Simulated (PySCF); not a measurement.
## Frontier levels across methods

C3H7ClOSi.
Z-matrix (Å and degrees, PBE0-D3(BJ)/def2-SVP geometry), rows numbered from 1:
```
C 
O   1  1.4048
C   2  1.3436  1  117.39
C   3  1.3399  2  121.05  1  -176.41
Si  4  1.8540  3  120.91  2     1.16
Cl  5  2.0790  4  107.79  3  -178.35
H   1  1.0970  2  107.10  3  -176.70
H   1  1.1037  2  111.49  3   -57.83
H   1  1.1037  2  111.50  3    64.41
H   3  1.0997  2  115.60  1     3.99
H   4  1.0926  3  117.87  2  -179.49
H   5  1.4914  4  112.38  3    63.47
H   5  1.4906  4  112.75  3   -60.07
```

Basis pcSseg-1 throughout (PySCF), one geometry. Geometry: PBE0-D3(BJ)/def2-SVP, one conformer, isolated molecule.

How do the orbital energies, the gap and the dipole change with the method?

```
   method                    kind  HOMO (eV)  LUMO (eV)  gap (eV)  μ (D)  SCF cycles
     BLYP                     GGA      -5.65      -1.11      4.55   4.55          15
    B97-D                     GGA      -5.79      -1.16      4.63   4.65          15
     OPBE                     GGA      -5.80      -1.15      4.65   4.66          16
      PBE                     GGA      -5.82      -1.26      4.55   4.62          15
      KT2                     GGA      -5.87      -1.26      4.61   4.58          16
      KT3                     GGA      -5.87      -1.21      4.66   4.52          16
     BP86                     GGA      -5.92      -1.36      4.57   4.67          15
      LDA                     LDA      -5.97      -1.48      4.49   4.71          15
    B97-2           global hybrid      -6.77      -0.38      6.39   4.76          14
    B3LYP           global hybrid      -6.78      -0.54      6.24   4.69          14
     PBE0           global hybrid      -7.02      -0.35      6.67   4.77          14
 mPW1PW91           global hybrid      -7.05      -0.36      6.69   4.78          14
BHandHLYP           global hybrid      -8.06       0.71      8.77   4.83          12
CAM-B3LYP  range-separated hybrid      -8.30       0.80      9.10   4.77          13
  wB97X-D  range-separated hybrid      -8.86       1.43     10.29   4.86          14
       HF            Hartree–Fock      -9.64       3.31     12.95   5.08          11
  LC-wPBE  range-separated hybrid      -9.65       1.89     11.54   4.93          14
```

The HOMO spans 4.00 eV, from BLYP down to LC-wPBE, and the gap runs from 4.49 eV (LDA) to 12.95 eV (HF). Over the methods BLYP (0 %), B97-D (0 %), OPBE (0 %), PBE (0 %), KT2 (0 %), KT3 (0 %), BP86 (0 %), LDA (0 %), B97-2 (21 %), B3LYP (20 %), PBE0 (25 %), mPW1PW91 (25 %), BHandHLYP (50 %), HF (100 %), a straight line through the gap against the share of exact exchange rises by 0.84 eV for each 10 % (correlation coefficient 1.000). The dipole ranges from 4.52 D (KT3) to 5.08 D (HF). This basis has no diffuse functions.
